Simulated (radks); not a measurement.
Results of a calculation; reference values are marked as such.
Species: Lu2+. Configuration: [Kr] 4d10 4f14 5s1 5p6 6s1 5d1 (not the ground configuration).

Level of theory: scalar-relativistic Kohn-Sham, BLYP, spin-unpolarised, spherical densities, finite nucleus; Fermi nuclear charge, rms radius 5.37 fm (a radial shooting solver on a logarithmic mesh with Libxc functionals).

Energy parts (eV):
| part | energy |
|---|---|
| total | -396180.53 |
| kinetic | 432780.08 |
| electron-nucleus | -974701.89 |
| Hartree | 153913.01 |
| exchange-correlation | -8171.73 |

Orbitals (lengths in bohr, moments of r in powers of bohr; r(max) is where P^2 peaks):
orbital  occ.  eigenvalue (eV)   <1/r>   r(max)
1s          2        -63254.80   82.19  0.01214
2s          2        -10786.26   19.18  0.06931
2p          6        -9494.004   17.56  0.05659
3s          2        -2460.676   7.091   0.1957
3p          6        -2072.749   6.589   0.1931
3d         10        -1606.438   6.237   0.1574
4s          2        -506.9642   2.999   0.4461
4p          6        -379.6846   2.734   0.4671
4d         10        -213.5159   2.419   0.4809
5s          1         -81.8683   1.147    1.038
5p          6         -51.7131  0.9609    1.183
4f         14         -31.0385   1.844   0.4685
6s          1         -18.4702  0.4261    2.669
5d          1         -18.4640  0.6186    1.642

The highest occupied level is 5d at -18.464 eV. Summed over all electrons, <r^2> = 44.85 bohr^2, which gives a Langevin (diamagnetic) susceptibility term of -35.5 x 10^-6 cm^3/mol. The electron density at the nucleus is 1.177e+06 e/bohr^3 (large components only).

Run on one thread of a shared host, so times are rough (Arm Neoverse V2): 0.16 s of CPU time, 0.16 s wall, 17 iterations on 2299 mesh points.
